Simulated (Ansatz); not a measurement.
The first iterations of a band of a periodic cell of 19 atoms, PtC₁₈ (surface graphene monolayer, adsorbate Pt).

All numbers below come from DFT PBE, scalar-relativistic, plane waves, PAW (Ansatz 0.2.0). Settings: cutoff 420 eV, k mesh 2x2x1, gaussian smearing 0.02 eV, no spin polarisation.

```json
{"movable images": "5", "climbing image": "yes", "spring": "5.0 eV/Å²", "optimiser": "quadratic models (default)", "start path": "IDPP", "force threshold": "0.05 eV/Å", "iteration limit": "38", "end points": "relaxed"}
```

First end point:

```xyz
19
Lattice="7.3980 0.0000 0.0000 -3.6990 6.4069 0.0000 0.0000 0.0000 12.0000" Properties=species:S:1:pos:R:3
C 0.001 -0.037 0.968
C 1.235 0.683 0.966
C -1.231 2.098 0.938
C -0.001 2.817 0.957
C -2.461 4.236 0.958
C -1.231 4.955 0.938
C 2.468 -0.035 0.964
C 3.700 0.683 0.968
C 1.220 2.085 1.027
C 2.468 2.795 1.200
C -0.001 4.236 0.958
C 1.220 4.968 1.029
C 4.934 -0.037 0.969
C 6.167 0.681 0.966
C 3.716 2.085 1.028
C 4.936 2.817 0.957
C 2.468 4.257 1.201
C 3.715 4.968 1.030
Pt 2.470 3.525 3.156
```

Last end point:

Only the atoms that move by more than 0.05 Å are listed.
```
C3 -1.216 2.085 1.028
C5 -2.464 4.257 1.201
C6 -1.217 4.968 1.030
C9 1.235 2.098 0.938
C10 2.465 2.817 0.957
C12 1.235 4.955 0.938
C16 4.934 2.795 1.200
C17 2.465 4.236 0.958
Pt19 4.936 3.525 3.156
```

| iteration | highest image above the first end (eV) | largest band force component (eV/Å) |
| --- | --- | --- |
| 1 | 1.188 | 1.556 |
| 2 | 0.884 | 0.902 |
| 3 | 0.679 | 1.843 |

Problem. Does the band converge within its limit, and where does its top end?

Solution. The run converged. It ended after 10 iterations with the highest image 0.179 eV above the first end. The profile has 3 maxima (images 1, 3, 5) with wells between them (images 2, 4): this band takes more than one step, which may be the mechanism or a detour left from its start path. By the program's own check the climbing image is of a kind that is not told: the force calls were inconclusive, a negative curvature could not be distinguished from the path's own, the only one lies far off the path, or fixed occupations may fill a level only in part (lowest curvatures found: -2.29 and 1.27 eV/Å²). Limits of this set-up: coarse k mesh, slab without dipole correction.

Run time: 10 min on 1 thread of Intel(R) Xeon(R) Platinum 8259CL CPU @ 2.50GHz (Skylake/Cascade Lake) (shared host), peak memory 1.1 GiB.
